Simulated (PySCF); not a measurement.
# Phosphorus: a sound run and one with changed settings

Sound run: P⁺ [Ne] 3s2 3p2, P²⁺ [Ne] 3s2 3p1. Calculation: PySCF 2.14, in aug-cc-pVDZ-DK (5s4p2d, 27 functions); scalar relativity by spin-free X2C-1e. In the sound run the correlated levels freeze [Ne]. The sound run starts from symmetry-adapted Hartree-Fock orbitals and uses a fine grid where one is needed.

Changed run: a valence shell is frozen. This setting is unsound on purpose.

```csv
species,method,sound run (hartree),changed run (hartree),converged
P⁺,MP2,-341.20966,-341.16478,yes
P⁺,CCSD(T),-341.23141,-341.16733,yes
```

Ionisation energy of P⁺:

```tsv
method	sound run (eV)	changed run (eV)
UHF	19.160	19.160
MP2	19.478	19.306
SCS-MP2	19.399	19.209
CCSD	19.509	19.376
CCSD(T)	19.521	19.376
CCSDT	n/a	19.376
FCI	n/a	19.376
```

Freezing a valence shell removes pair correlation that changes on ionisation.

For comparison, NIST gives 19.769 eV between the lowest levels.
